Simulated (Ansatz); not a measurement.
Isolated molecules relaxed with PBE0-D4/def2-TZVP in Ansatz; ΔE leaves out vibrations. CCSD(T)/CBS is the MP2 limit (def2-TZVPP, def2-QZVPP) plus CCSD(T) − MP2 in def2-TZVPP, frozen cores. This one scheme is used for every species. For Se outer-core shells are correlated without core-valence functions, which leaves a few kJ/mol of doubt a bond. Scalar relativity is left out up to krypton. One conformer a species, not always the lowest.

Consider the ligand exchange at a B–O bond: `CB(O)F` + H₂Se → `CB(F)[SeH]` + H₂O.

| species | CCSD/def2-SVP energy (Eh) |
| --- | --- |
| `CB(O)F` | -239.76047 |
| H₂Se | -2400.96539 |
| `CB(F)[SeH]` | -2564.51301 |
| H₂O | -76.17170 |

Work out ΔE.

ΔE = (-2564.51301) + (-76.17170) − (-239.76047) − (-2400.96539) = 0.04115 Eh = +25.8 kcal/mol. CCSD(T)/CBS gives +17.7 kcal/mol.

Largest T1 diagnostic among the species: 0.012.

From PBE to PBE0 (25 % exact exchange), in def2-TZVPP and without D4, ΔE moves by +0.7 kcal/mol. In def2-TZVPP, CCSD(T) changes the Hartree–Fock value by −4.8 kcal/mol (the triples alone add −0.8 kcal/mol) and MP2 by −6.1 kcal/mol. At CCSD(T), def2-SVP lies +7.6 kcal/mol from the extrapolated value and def2-TZVPP +1.3 kcal/mol.
